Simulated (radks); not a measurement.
Problem. The silver ion Ag13+ is in [Ar] 3d10 4s2 4p4. Method: scalar-relativistic Kohn-Sham, PBE, spin-polarised, spherical densities, finite nucleus; Fermi nuclear charge, rms radius of each element as measured or else 0.836 A^(1/3) + 0.57 fm; computed with a radial shooting solver on a logarithmic mesh with Libxc functionals. Open shells are filled with parallel spins first. One electron is removed from 3p, 4p, 3d, 4s in turn, with full relaxation. Which removal costs least, and what does each cost?

Solution. 4p 321.35 eV; 4s 363.38 eV; 3d 676.33 eV; 3p 872.30 eV. The 4p electron leaves first.
